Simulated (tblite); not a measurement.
Parent: `[CH3:1][Si@@H:2]([CH2:3][SiH3:4])[CH2:5][SiH2:6][F:7]` with C1–Si2–C3–Si4 61°, C1–Si2–C5–Si6 -174°, Si2–C5–Si6–F7 -174°, C3H13FSi3.

Computed geometry: GFN2-xTB, gas phase. One conformer each, not checked by frequencies here.

| coordinate of the parent | value |
| --- | --- |
| C1–Si2 | 1.901 Å |
| Si2–C3 | 1.903 Å |
| C3–Si4 | 1.899 Å |
| Si2–C5 | 1.904 Å |
| C5–Si6 | 1.887 Å |
| Si6–F7 | 1.617 Å |
| C1–Si2–C3 | 110.4° |
| C1–Si2–C5 | 109.3° |
| C3–Si2–C5 | 110.3° |
| Si2–C3–Si4 | 116.6° |
| Si2–C5–Si6 | 115.5° |
| C5–Si6–F7 | 107.7° |

Q: How does the shared frame change in `[CH3:1][Si@@:2]([PH2:3])([CH2:4][SiH3:5])[CH2:6][SiH2:7][F:8]` with C1–Si2–P3–H -29° and 64°, C1–Si2–C4–Si5 175°, C1–Si2–C6–Si7 -58°, Si2–C6–Si7–F8 -45°, C3H14FPSi3? Atoms pair as C1 = C1, Si2 = Si2, C3 = C4, Si4 = Si5, C5 = C6, Si6 = Si7, F7 = F8 (parent first).

A: 
| parent | relative | value in the relative | change |
| --- | --- | --- | --- |
| C1–Si2 | C1–Si2 | 1.916 Å | +0.015 |
| Si2–C3 | Si2–C4 | 1.907 Å | +0.004 |
| C3–Si4 | C4–Si5 | 1.902 Å | +0.003 |
| Si2–C5 | Si2–C6 | 1.915 Å | +0.011 |
| C5–Si6 | C6–Si7 | 1.887 Å | 0.000 |
| Si6–F7 | Si7–F8 | 1.614 Å | -0.003 |
| C1–Si2–C3 | C1–Si2–C4 | 110.5° | +0.1 |
| C1–Si2–C5 | C1–Si2–C6 | 109.3° | 0.0 |
| C3–Si2–C5 | C4–Si2–C6 | 111.4° | +1.1 |
| Si2–C3–Si4 | Si2–C4–Si5 | 114.9° | -1.7 |
| Si2–C5–Si6 | Si2–C6–Si7 | 115.3° | -0.2 |
| C5–Si6–F7 | C6–Si7–F8 | 108.4° | +0.7 |

Of the parent's bonds, C1–Si2 changes most (+0.015 Å). Bonds of the relative outside the shared frame: Si2–P3 2.268 Å. Point group C1 → C1.
